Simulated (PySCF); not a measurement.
Two-component Hartree-Fock for Rh (rhodium, neutral)

Start: [Kr] 4d7 5s1 6s1; 4d3/2 filled at m_j = +1/2, +3/2; 4d5/2 filled at m_j = -3/2, -1/2, +1/2, +3/2, +5/2; 5s1/2 filled at m_j = +1/2; 6s1/2 filled at m_j = +1/2. Calculated with PySCF 2.14 in x2c-SVPall-2c with one added diffuse shell each of s, p, d type (7s9p7d1f, 76 functions): generalised Hartree-Fock with the X2C-1e Hamiltonian and a Gaussian nucleus; one run each with spin-orbit coupling (SO) switched off, then screened by Boettger's factors. This is a chosen level, not necessarily the ground level.

```csv
spinor shell,electrons,"ε, spin-free (eV)","ε, screened SO (eV)",weight of nominal j (screened SO),"rms radius, screened SO (bohr)"
1s1/2,2,-23346.9,-23345.4,1.000,0.0375
2s1/2,2,-3472.8,-3472.3,1.000,0.154
2p1/2,2,-3107.3,-3207.5,1.000,0.134
2p3/2,4,-3107.3,-3060.6,1.000,0.138
3s1/2,2,-662.65,-662.48,1.000,0.415
3p1/2,2,-539.10,-556.95,1.000,0.411
3p3/2,4,-539.10,-530.66,1.000,0.422
3d3/2,4,-341.75,-344.93,0.992,0.401
3d5/2,6,-341.75,-339.43,0.994,0.405
4s1/2,2,-109.50,-109.43,1.000,1.05
4p1/2,2,-71.736,-76.725,0.829,1.15
4p3/2,4,-71.736,-69.271,0.915,1.16
4d5/2,5,-20.158,-20.956,0.545,1.59
4d3/2,2,-20.158,-18.188,0.632,1.61
5s1/2,1,-11.619,-11.615,1.000,3.15
6s1/2,1,-2.345,-2.345,1.000,9.12
```

| quantity | spin-free | screened SO |
| --- | --- | --- |
| E (hartree) | -4780.19717 | -4780.92522 |
| M_J | 11/2 | 11/2 |
| ⟨J²⟩ | 35.757 | 35.757 |
| ⟨L²⟩ | 12.006 | 12.119 |
| ⟨S²⟩ | 8.751 | 8.698 |

Each row is a mean over spinors that exchange with the open shell spreads, by up to 8.768 eV (4p3/2).

Rows whose weight is well below 1 are mixtures of j = l ± 1/2: exchange outweighs spin-orbit coupling there, and the label is only the starting occupation.

Breit and QED terms are absent; they matter most for the inner s and p1/2 levels.

Densities and radii are taken from the X2C orbitals without a picture-change correction, which distorts them close to the nucleus.

Without spin-orbit coupling the j labels of p, d and f shells carry no meaning; the spin-free column gives the mean over the occupied spinors of each nl shell.
